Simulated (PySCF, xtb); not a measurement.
CH3FO2Si, SMILES O=C(O)[SiH2]F. One conformer was computed; it need not be the lowest.

Harmonic wavenumbers (cm⁻¹) from xtb with GFN2-xTB at its own minimum, in rising order: 25, 135, 219, 425, 447, 534, 568, 676, 698, 716, 742, 830, 1117, 1209, 1761, 2362, 2388, 3380.

### Question
What does PBE0-D3(BJ)/def2-SVP run with PySCF 2.14.0 give at its own minimum? (An estimate is asked for; the answer gives what the named calculation found.)

### Answer
54, 128, 303, 375, 442, 656, 717, 726, 764, 867, 922, 959, 1196, 1367, 1849, 2283, 2294, 3735. Paired by order, the mean absolute difference is 104 cm⁻¹ and the zero-point energies are 26.1 and 28.1 kcal/mol.
